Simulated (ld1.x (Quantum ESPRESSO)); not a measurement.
## strontium (Sr), TM: configuration errors across variants

ld1.x (Quantum ESPRESSO) 7.5 input, shortened:

```
&input
   title='Sr', zed=38., rel=1, dft='PZ', iswitch=3,
   config='[Kr] 4d0 5s1.75 5p0.25'
 /
 &inputp
   pseudotype=2, tm=.true., lloc=0,
   nlcc=.false.
 /
3
5P  2  1   0.25   0.00  3.95  3.95  0.0
4D  3  2   0.00   0.00  3.20  3.20  0.0
5S  1  0   1.75   0.00  3.35  3.35  0.0
 &test
   configts(1)='4d0 5s1.75 5p0.25'
 /
```

All-electron excitation energies from the reference (eV): (1) 4d0 5s2 5p0 -0.585; (2) 4d0 5s1 5p0 5.479; (3) 4d0 5s1.5 5p0 1.828; (4) 4d0 5s1 5p1 1.806; (5) 4d0 5s0 5p2 4.342; (6) 4d1 5s1 5p0 1.755; (7) 4d0.5 5s1.5 5p0 0.564; (8) 4d0 5s1.75 5p0.25 spin -0.022; (9) 4d0 5s1 5p0 spin 5.302.

Spin tests fill each open shell by Hund’s rule, majority spin first.

Errors AE − PS in meV (a dash: test not solved or not reliable):

| change | (1) | (2) | (3) | (4) | (5) | (6) | (7) | (8) | (9) | bound ghosts |
| --- | --- | --- | --- | --- | --- | --- | --- | --- | --- | --- |
| base | +0.9 | +25 | +2.2 | +9.9 | +71 | +181 | +66 | +3.4 | +108 | none |
| core correction a·sin(br)/r model core inside 1.36 bohr | -0.3 | -2.7 | +0.1 | -3.5 | -22 | -37 | -13 | +0.2 | -5.2 | none |
| core correction a·sin(br)/r model core inside 1.66 bohr | -0.3 | -2.7 | +0.1 | -3.5 | -22 | -37 | -13 | +0.2 | -5.2 | none |
| core correction a·sin(br)/r model core inside 2.20 bohr | -0.3 | -2.7 | +0.1 | -3.5 | -22 | -32 | -11 | +0.2 | -4.9 | none |
| core correction a·sin(br)/r model core inside 2.48 bohr | -0.3 | -2.5 | +0.1 | -3.3 | -21 | -26 | -9.1 | +0.3 | -4.0 | none |
| core correction a·sin(br)/r model core inside 2.86 bohr | -0.2 | -1.5 | +0.1 | -2.5 | -16 | -6.6 | -2.6 | +0.5 | +1.0 | none |
| core correction a·sin(br)/r model core inside 3.26 bohr | 0.0 | +1.7 | +0.3 | -0.5 | -2.4 | +26 | +8.6 | +0.9 | +14 | none |
| core correction a·sin(br)/r model core inside 3.56 bohr | +0.2 | +6.0 | +0.6 | +2.0 | +14 | +61 | +21 | +1.5 | +30 | none |
| core correction a·sin(br)/r model core inside 3.84 bohr | +0.4 | +11 | +0.9 | +4.4 | +31 | +97 | +34 | +2.0 | +47 | none |

(1) Give the same row for: core correction a·sin(br)/r model core inside 1.94 bohr.

Results:

(1) -0.3, -2.7, +0.1, -3.5, -22, -36, -12, +0.2, -5.1; bound ghosts: none.
